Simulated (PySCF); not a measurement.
Si(CCH)(Cl)2(Me) (C3H4Cl2Si), SMILES C#C[Si](C)(Cl)Cl.

The structure is a stationary point at PBE0-D3(BJ)/def2-SVP.

These are PBE0-D3(BJ)/def2-SVP in PySCF 2.14.0 values and carry that method's errors.

Frequencies are harmonic and unscaled.

```csv
mode,ν (cm⁻¹),IR (km/mol),moving atoms (share of kinetic energy)
1,107,0.6,"C 42 %, Cl 41 %, H 13 %"
2,115,1.7,"C 56 %, H 20 %, Cl 19 %"
3,164,0.0,H 97 %
4,180,1.0,"Cl 65 %, C 16 %, Si 14 %"
5,189,0.0,"C 39 %, H 29 %, Cl 25 %"
6,219,8.1,"C 38 %, Cl 24 %, Si 19 %, H 19 %"
7,344,17.3,"C 75 %, Cl 15 %, H 9 %"
8,353,28.0,"C 72 %, Cl 14 %, H 9 %"
9,475,33.5,"Cl 48 %, C 33 %, Si 14 %"
10,591,135.9,"Si 55 %, Cl 34 %, H 8 %"
11,655,91.2,"Si 41 %, C 41 %, H 14 %"
12,753,15.6,"H 73 %, C 26 %"
13,755,25.8,"H 75 %, C 25 %"
14,767,104.4,"Si 43 %, C 36 %, H 20 %"
15,806,105.6,"H 67 %, C 20 %, Si 12 %"
16,818,134.9,"H 60 %, C 22 %, Si 17 %"
17,1268,31.5,"H 77 %, C 23 %"
18,1418,4.5,H 96 %
19,1419,4.1,H 96 %
20,2173,66.8,"C 90 %, H 10 %"
21,3065,0.2,H 97 %
22,3178,0.0,"H 91 %, C 9 %"
23,3182,0.0,"H 91 %, C 9 %"
24,3473,55.6,"H 86 %, C 14 %"
```
